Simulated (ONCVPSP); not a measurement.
# Which change was made? (Al, ONCV)

aluminium, optimised norm-conserving Vanderbilt (ONCV), made with ONCVPSP 4.0.1 (PBEsol, scalar-relativistic). Core [Ne], reference 3s2 3p1. Waves: 3s: rc 1.70 bohr, ncon 3, nbas 6, qcut 3.9 1/bohr, 1 projector; 3p: rc 1.75 bohr, ncon 4, nbas 9, qcut 5.2 1/bohr, 2 projectors, debl 2.4 Ha. Local part: polynomial inside 1.25 bohr (lpopt 5, dvloc0 1 Ha). Core correction: Teter function, fcfact 4, rcfact 1.55.

Cutoffs, loose and tight: the cutoffs (Ha) at which the residual kinetic energy of the hardest occupied pseudo-wave falls to 1 and 0.1 mHa per electron. They do not see the model core or the augmentation charge, which bear on the density cutoff. Test errors are all-electron minus pseudo excitation energies from the reference, over the configurations 3s2 3p0; 3s1 3p0; 3s2 3p0.5; 3s1 3p2; variants that change the core or the reference have their own tests.

The base gives: outcome: generated; cutoff, loose: 5.7 Ha; cutoff, tight: 13 Ha; bound ghosts: none; GHOST(+) flags above zero: s; largest test error (meV): -39.

(1) After one change the result is: outcome: generated; cutoff, loose: 17 Ha; cutoff, tight: 22 Ha; bound ghosts: p; GHOST(+) flags above zero: s; largest test error (meV): -41. Which change was it?
A. p: qcut 7.9
B. p: qcut 6.1
C. p: qcut 7.1

Answers

(1) A. The others give: p: qcut 7.1 → outcome: generated; cutoff, loose: 14 Ha; cutoff, tight: 19 Ha; bound ghosts: p; GHOST(+) flags above zero: s; largest test error (meV): -41 | p: qcut 6.1 → outcome: generated; cutoff, loose: 8.7 Ha; cutoff, tight: 15 Ha; bound ghosts: none; GHOST(+) flags above zero: s; largest test error (meV): -40.
